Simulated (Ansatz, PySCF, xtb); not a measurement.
Gas-phase reaction 0.5 R1 + 0.5 R2 → P1, each structure at its B3LYP-D3(BJ)/def2-TZVP stationary point, reached from a drawn start (curvature not checked).
R1: Na2 (SMILES [Na][Na]), charge 0, multiplicity 1.
R2: K2 (SMILES [K][K]), charge 0, multiplicity 1.
P1: KNa (SMILES [Na][K]), charge 0, multiplicity 1.

P less R. No zero-point or thermal terms; no spin–orbit coupling.

Codes used: Ansatz (a quantum-chemistry and plane-wave program); PySCF for M06-2X and the D3/D4 terms; xtb for the GFN methods. Each number belongs to the level named beside it.

```tsv
level	reaction energy (meV)
GFN2-xTB	25.5
PBE-D3(BJ)/def2-TZVPP	-7.5
BLYP-D4/def2-TZVPP	-4.9
B97M-V/def2-TZVPP	3.7
B3LYP-D3(BJ)/def2-TZVPP	-5.4
BHLYP/def2-TZVPP	-5.0
BHLYP-D4/def2-TZVPP	[?]
M06-2X/def2-TZVPP	[?]
CAM-B3LYP-D3(BJ)/def2-TZVPP	[?]
```

Problem. Complete the blanks.

Solution. 
- BHLYP-D4/def2-TZVPP, reaction energy (meV): -5.6
- M06-2X/def2-TZVPP, reaction energy (meV): 9.5
- CAM-B3LYP-D3(BJ)/def2-TZVPP, reaction energy (meV): -8.0
